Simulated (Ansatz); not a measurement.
`[AlH2][C]#C[O][SbH2]`. Charge 0, multiplicity 1. Sb takes the def2 core potential.

```xyz
9

Al    1.6789    1.8371    0.5796
C     0.4037    0.4670    0.6773
C    -0.4274   -0.4245    0.7611
O    -1.2928   -1.3522    0.8670
Sb   -2.0307   -2.2337   -0.8076
H     2.2216    2.5173    1.9041
H     2.2129    2.3124   -0.8363
H    -0.4889   -2.3811   -1.5354
H    -2.2772   -0.7422   -1.6098
```

Question: List the harmonic frequencies (cm⁻¹, unscaled) at PBE0-D4/def2-TZVP in Ansatz. (Best estimate.)

Answer: Ansatz gave: 59, 73, 86, 132, 155, 387, 524, 524, 549, 576, 613, 620, 683, 788, 847, 1265, 1923, 1929, 1965, 1971, 2235.

Question: Is this a minimum?

Answer: Yes, all 21 modes are real.

Question: Give the ideal-gas thermochemistry at 298.15 K and 1 bar (rigid rotor, harmonic oscillator; point group Cs, symmetry number 1).

Answer: Zero-point energy 107.1 kJ/mol; H(298) − E = 131.1 kJ/mol; entropy 390.1 J/(mol·K), of which translation 174.5, rotation 120.8, vibration 94.8; G(298) − E = 14.8 kJ/mol. Modes under 100 cm⁻¹ are hindered rotations or soft bends, so the harmonic entropy is rough.

Question: And at 400, 500, 600, 800 and 1000 K?

Answer: 
```tsv
T (K)	H − E (kJ/mol)	S (J/mol/K)	G − E (kJ/mol)
400	144.0	427.1	-26.9
500	158.0	458.4	-71.2
600	173.2	486.0	-118.4
800	205.9	533.1	-220.5
1000	241.1	572.3	-331.1
```
